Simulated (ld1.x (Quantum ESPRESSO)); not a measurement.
## Before and after: ultrasoft potential for indium

In (Z = 49), ultrasoft, made with ld1.x (Quantum ESPRESSO) 7.5 (PBE, scalar-relativistic). Core [Kr] 4d10, reference 5s2 5p1. Waves: 5s (bound): rcut 2.10, rcutus 2.30 bohr; 5s channel at -0.1 Ry: rcut 2.10, rcutus 2.30 bohr; 5p (bound): rcut 2.30, rcutus 3.05 bohr; 5p channel at 2 Ry: rcut 2.30, rcutus 3.05 bohr. Local part: all-electron potential smoothed inside 2.40 bohr (lloc = -1). Core correction: a·sin(br)/r model core, default radius (core density twice the valence density). Augmentation charge: built from norm-conserving waves at rcut, not smoothed further.

Change: type RRKJ; waves now 5p (bound): rc 3.05 bohr; 5s (bound): rc 2.30 bohr; local potential the s channel; rho0 0.02.

Cutoffs: the cutoffs (Ry, on a coarse ladder) from which the occupation-weighted sum of valence levels, in a spherical-Bessel basis at the reference potential, stays within 10 and 1 mRy of its value at 400 Ry; they do not see the model core or the augmentation charge, which bear on the density cutoff. Errors are all-electron minus pseudo energies relative to the spin-unpolarised reference configuration.

Question: What does the change do?

Answer: The potential gets harder (6 Ry and 8 Ry → 15 Ry and 25 Ry); of the 7 tests that both files solve, the error grows in 2 and shrinks in 0 by more than 15 % and 0.3 meV (median size 22.5 → 25.6 meV); the range in which the s phases agree narrows (upper end at the end of the scan → 1.4); neither file shows a bound ghost. Several settings change at once here, so the effects cannot be laid on one of them.

```tsv
quantity	base	changed
cutoff, loose	6 Ry	15 Ry
cutoff, tight	8 Ry	25 Ry
loose cutoff by channel (10 mRy a level)	s 6 Ry, p 6 Ry	p 6 Ry, s 8 Ry
bound ghosts	none	none
error for 5s2 5p0, meV [ΔE 5.36 eV]	-16	-15
error for 5s1 5p0, meV [ΔE 24.60 eV]	-214	-204
error for 5s2 5p0.5, meV [ΔE 1.94 eV]	-2.8	-2.6
error for 5s0 5p3, meV [ΔE 11.95 eV]	-87	-102
error for 5s1 5p2, meV [ΔE 5.84 eV]	-22	-26
error for 5s2 5p1.3, meV [ΔE -0.53 eV]	-0.2	-0.2
error for 5s1 5p1, meV [ΔE 11.96 eV]	-64	-64
s: phases at 3.29 bohr within 0.05 rad from the reference energy up to (Ry; the scan ends near 5)	to the end of the scan	1.4
p: phases at 3.29 bohr within 0.05 rad from the reference energy up to (Ry; the scan ends near 5)	3.0	2.3
```
